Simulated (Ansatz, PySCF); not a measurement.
C4H7FSi, SMILES F[C@H]1C([SiH3])=CC1.

Geometry: TPSSh-D3(BJ)/def2-SVP. The structure was generated by enumeration; whether it is a known compound was not checked.

Vertical ionisation energy (IE) and electron affinity (EA) in eV. Rows of orbital energies are one-electron estimates. Where ΔSCF, EOM or ADC give a negative EA the extra electron is unbound and the value depends on the basis.

| level | IE | EA |
|---|---|---|
| −ε(HOMO), −ε(LUMO), PBE0/def2-TZVP (PySCF) | 7.74 | 0.73 |
| −ε(HOMO), −ε(LUMO), PBE/def2-TZVP (PySCF) | 6.62 | 1.72 |
| ΔSCF, ωB97X-V/def2-SVPD (Ansatz), final states of multiplicity 2 and 2 | 9.86 | -1.16 |
| ΔSCF, PBE/def2-SVPD (Ansatz), final states of multiplicity 2 and 2 | ___ | ___ |

Task: What belongs in the gaps? (The exact figures need the calculation; the answer reports its results.)

Result: 
- ΔSCF, PBE/def2-SVPD (Ansatz, a program for electronic structure), final states of multiplicity 2 and 2, IE: 9.54
- ΔSCF, PBE/def2-SVPD (Ansatz), final states of multiplicity 2 and 2, EA: -0.91

Task: What vertical singlet–triplet gap does ΔSCF give with ωB97X-V/def2-SVPD (Ansatz) and with PBE/def2-SVPD (Ansatz)? (Estimate from the structure and the level; the computed values follow.)

Result: 4.13 and 4.02 eV (triplet above singlet where positive).
